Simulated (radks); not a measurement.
Problem. The barium ion Ba6+ is in [Kr] 4d10 5s2 5p2. Method: scalar-relativistic Kohn-Sham, PBE, spin-polarised, spherical densities, finite nucleus; Fermi nuclear charge, rms radius of each element as measured or else 0.836 A^(1/3) + 0.57 fm; computed with a radial shooting solver on a logarithmic mesh with Libxc functionals. Open shells are filled with parallel spins first. One electron is removed from 5s, 4p, 4d, 5p in turn, with full relaxation. Which removal costs least, and what does each cost?

Solution. 5p 86.477 eV; 5s 102.04 eV; 4d 171.04 eV; 4p 263.61 eV. The 5p electron leaves first.
